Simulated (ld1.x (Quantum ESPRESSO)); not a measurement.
# silicon (Si): excitation energies, all-electron against ultrasoft

silicon, ultrasoft, made with ld1.x (Quantum ESPRESSO) 7.5 (LDA (PZ), non-relativistic). Core [Ne], reference 3s2 3p0 (charge +2). Waves: 3s (bound): rcut 1.45, rcutus 1.60 bohr; 3s channel at 2.95 Ry: rcut 1.45, rcutus 1.60 bohr; 3p (bound, empty): rcut 1.60, rcutus 2.20 bohr; 3p channel at 0.25 Ry: rcut 1.60, rcutus 2.20 bohr. Local part: all-electron potential smoothed inside 1.65 bohr (lloc = -1). Core correction: a·sin(br)/r model core inside 1.25 bohr. Augmentation charge: built from norm-conserving waves at rcut, not smoothed further.

Energies are relative to the spin-unpolarised reference configuration 3s2 3p0; without spin polarisation the order of configurations can differ from experiment. Spin-polarised rows fill each open shell by Hund’s rule, majority spin first.

```tsv
valence configuration	charge	ΔE all-electron (eV)	error AE − PS (meV)
3s2 3p2	0	-23.966	+14
3s2 3p1	+1	-16.126	+6.3
3s1 3p0	+3	34.074	+9.5
3s1 3p3	0	-17.217	+13
3s2 3p2.3	-0.3	-24.926	+16
3s1 3p2	+1	-8.777	+5.5
3s2 3p2 (spin-polarised)	0	-24.578	+22
3s2 3p1 (spin-polarised)	+1	-16.331	+9.5
```

Problem. What are ΔE and the potential's error for 3s0 3p4?

Solution. ΔE = -10.305 eV all-electron; the error (AE − PS) is +10 meV.

Levels in the configuration 3s1 3p0:

```tsv
level	all-electron (eV)	pseudo (eV)
3s	-39.611	-39.591
```
